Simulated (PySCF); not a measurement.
Si(F)2(Cl)(NH2) (ClF2H2NSi), SMILES [Si](N)(F)(Cl)F.

The structure is a stationary point at PBE-D3(BJ)/def2-SVP. One conformer was computed; it need not be the lowest.

Computed with CAM-B3LYP/def2-TZVP (PySCF).

Isolated molecule, no solvent.

```json
{
  "total_energy": "-1005.66461 hartree",
  "point_group": "Cs",
  "highest_occupied_level": "-10.03 eV",
  "lowest_empty_level": "1.03 eV",
  "orbital_gap": "11.06 eV",
  "dipole_moment": "2.95 D",
  "quadrupole, principal values (traceless, Buckingham form, about the centre of nuclear charge)": "-5.92, -1.78, 7.70 D·Å",
  "mean_static_polarisability": "40.0 bohr³ (5.93 Å³)",
  "polarisability_principal_values": "35.5, 37.0, 47.6 bohr³"
}
```
